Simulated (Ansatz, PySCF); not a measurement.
Stepwise substitution at one centre (Si OH-NH2). All species are isolated molecules in the gas phase. One relaxed conformer stands for each flexible species; it need not be the lowest. Strings in code marks are SMILES.

Quantity: redistribution energy (mixed species minus the weighted end members), in eV.

Level 1: frozen-core CCSD(T)/cc-pVTZ // B3LYP-D3(BJ)/def2-TZVP (Ansatz, a quantum-chemistry and plane-wave program)
Level 2: PBE-D3(BJ)/def2-TZVP // B3LYP-D3(BJ)/def2-TZVP (PySCF)
Level 3: B3LYP/6-311+G** // B3LYP-D3(BJ)/def2-TZVP (PySCF)
Level 4: SVWN5/6-31G* // B3LYP-D3(BJ)/def2-TZVP (PySCF)

| species | level 2 | level 3 | level 4 |
|---|---|---|---|
| 3 of 4 OH replaced by NH2: `N[Si](N)(N)O` | 0.019 | 0.018 | 0.016 |
| 1 of 4 OH replaced by NH2: `O[Si](N)(O)O` | -0.023 | -0.028 | -0.042 |
| 2 of 4 OH replaced by NH2: `N[Si](N)(O)O` | -0.054 | -0.064 | -0.077 |

What does level 1 give for each, and how far do the other levels lie from it on average?


- 3 of 4 OH replaced by NH2: `N[Si](N)(N)O`: 0.024
- 1 of 4 OH replaced by NH2: `O[Si](N)(O)O`: -0.018
- 2 of 4 OH replaced by NH2: `N[Si](N)(O)O`: -0.050
Mean absolute difference from level 1, which has limits of its own, over these rows (drawn at random from the members that have all these levels): level 2 0.004 eV, level 3 0.010 eV, level 4 0.020 eV.
